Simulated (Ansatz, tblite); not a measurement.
Cost and result up the ladder for C₁₀H₁₀Cl₄N₂Sn (relaxed from a model of cis-Sn(py)2Cl4, whose bonding it doesn't keep) (27 atoms). Total charge 0; singlet. Geometry: PBE-D4/def2-SVP.

Cartesian coordinates in Å:
```
Sn 0.790 -2.094 -0.566
N 1.008 -0.506 1.193
C -0.064 0.026 1.809
C 0.074 0.933 2.866
C 1.364 1.275 3.297
C 2.471 0.698 2.657
C 2.253 -0.192 1.600
H -1.045 -0.323 1.452
H -0.822 1.353 3.345
H 1.506 1.981 4.130
H 3.499 0.930 2.968
H 3.076 -0.671 1.047
Cl 0.285 -3.388 -2.524
N -0.660 -0.421 -1.439
C -0.269 0.860 -1.574
C -1.113 1.830 -2.128
C -2.388 1.444 -2.565
C -2.775 0.102 -2.435
C -1.879 -0.808 -1.861
H 0.761 1.083 -1.255
H -0.764 2.868 -2.220
H -3.073 2.182 -3.010
H -3.761 -0.247 -2.772
H -2.122 -1.872 -1.719
Cl 2.309 -3.490 0.661
Cl -1.223 -2.795 0.646
Cl 2.564 -0.758 -1.603
```

Ansatz on 2 threads of AMD EPYC 7R13 on a shared host and a share (18 GiB) of an NVIDIA H100 80GB HBM3; xTB runs through tblite on one thread. Times are rough, summed over both states, and most runs start from the orbitals of an earlier one. PBE0-D4/def2-TZVP serves as the yardstick here, not as an exact answer. The other state is a triplet.

In the def2 sets Sn takes a core potential; there is no spin–orbit coupling. The xTB rows come from tblite. Single mean-field runs in def2-TZVP are fitted with def2-universal-jkfit.

Run but left out: PBE-D4/def2-TZVP (triplet: an occupied level 0.02 eV above an empty one).

xTB has no spin-polarisation term.

```json
{"level": "GFN1-xTB", "functions": "113", "wall time": "0.13 s", "vertical triplet (eV)": "2.46", "difference from PBE0-D4/def2-TZVP (eV)": "-1.66"}
{"level": "GFN2-xTB", "functions": "103", "wall time": "0.17 s", "vertical triplet (eV)": "1.85", "difference from PBE0-D4/def2-TZVP (eV)": "-2.28"}
{"level": "r2SCAN-D4/def2-TZVP (with forces)", "functions": "630", "wall time": "34 s", "vertical triplet (eV)": "3.97", "difference from PBE0-D4/def2-TZVP (eV)": "-0.16"}
{"level": "PBE0-D4/def2-TZVP", "functions": "630", "wall time": "35 s", "vertical triplet (eV)": "4.13", "difference from PBE0-D4/def2-TZVP (eV)": "0.00"}
```
